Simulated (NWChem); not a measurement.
System meant: CrSOClF; SMILES [Cr]([F])(=[S])(=[O])[Cl]

Here is an NWChem input.

```
start job
memory heap 200 mb stack 900 mb global 1100 mb
geometry units angstroms noautosym nocenter noautoz
  Cr     0.293673     0.080535     0.070784
  O      0.937504     0.142889     1.481273
  S     -1.040954     1.564398    -0.089463
  F      1.494120     0.253600    -1.127645
  Cl    -0.736218    -1.772343    -0.122692
end
basis spherical
  Cr library def2-svp
  O library def2-svp
  S library def2-svp
  F library def2-svp
  Cl library def2-svp
end
dft
  xc xtpss03 ctpss03
  iterations 150
end
property
  shielding
end
task dft property
```

End of the output:

```
 Vector   40  Occ=0.000000D+00  E=-1.702553D-01
              MO Center=  2.7D-01, -7.6D-02,  2.4D-01, r^2= 2.0D+00
   Bfn.  Coefficient  Atom+Function         Bfn.  Coefficient  Atom+Function
  ----- ------------  ---------------      ----- ------------  ---------------
    15      0.408248  1 Cr d -2              17     -0.374238  1 Cr d  0
    18     -0.333237  1 Cr d  1              16      0.328739  1 Cr d -1
    89     -0.289414  5 Cl py                36     -0.248386  2 O  py
    39     -0.207108  2 O  py                19     -0.204230  1 Cr d  2
    35     -0.178632  2 O  px                86     -0.169237  5 Cl py

 center of mass
 --------------
 x =  -0.00480734 y =  -0.00826796 z =  -0.01479585

 moments of inertia (a.u.)
 ------------------
         893.693645172494         -14.752232633726           9.228763693783
         -14.752232633726         624.341628876873          -4.901857765388
           9.228763693783          -4.901857765388        1087.459961924189

     Multipole analysis of the density
     ---------------------------------

     L   x y z        total         alpha         beta         nuclear
     -   - - -        -----         -----         ----         -------
     0   0 0 0     -0.000000    -37.000000    -37.000000     74.000000

     1   1 0 0     -0.283338      0.969212      0.969212     -2.221762
     1   0 1 0      0.097108     -0.196060     -0.196060      0.489229
     1   0 0 1     -0.075521      0.072767      0.072767     -0.221054

     2   2 0 0    -37.678503   -118.372607   -118.372607    199.066712
     2   1 1 0     -0.566363     -2.383211     -2.383211      4.200060
     2   1 0 1      0.217229      1.053936      1.053936     -1.890644
     2   0 2 0    -36.431754   -185.083979   -185.083979    333.736203
     2   0 1 1     -0.089619     -1.319207     -1.319207      2.548796
     2   0 0 2    -38.829899    -72.091399    -72.091399    105.352898

          -----------------------------------------
          Chemical Shielding Tensors (GIAO, in ppm)
          -----------------------------------------

 ------------------------------------------------------------------------
  xtpss03: d2 not coded                    0
 ------------------------------------------------------------------------
 ------------------------------------------------------------------------
  current input line :
    24: task dft property
 ------------------------------------------------------------------------
 ------------------------------------------------------------------------
 This error has not yet been assigned to a category
 ------------------------------------------------------------------------
 For more information see the NWChem manual at https://nwchemgit.github.io

0: xtpss03: d2 not coded:Received an Error in Communication
```

**Question.** Can this run be used? If not, why, and what is the fix?

**Answer.** The program stopped with an error. Cause: this functional's second derivatives, which shieldings need, aren't coded here; the fix takes a hybrid GGA instead. This input runs:
```
start job
memory heap 200 mb stack 900 mb global 1100 mb
geometry units angstroms noautosym nocenter noautoz
  Cr     0.293673     0.080535     0.070784
  O      0.937504     0.142889     1.481273
  S     -1.040954     1.564398    -0.089463
  F      1.494120     0.253600    -1.127645
  Cl    -0.736218    -1.772343    -0.122692
end
basis spherical
  * library def2-svp
end
dft
  xc pbe0
  iterations 150
end
property
  shielding
end
task dft property
```
It converges to -2076.76012 Ha (PBE0/def2-SVP, GIAO).
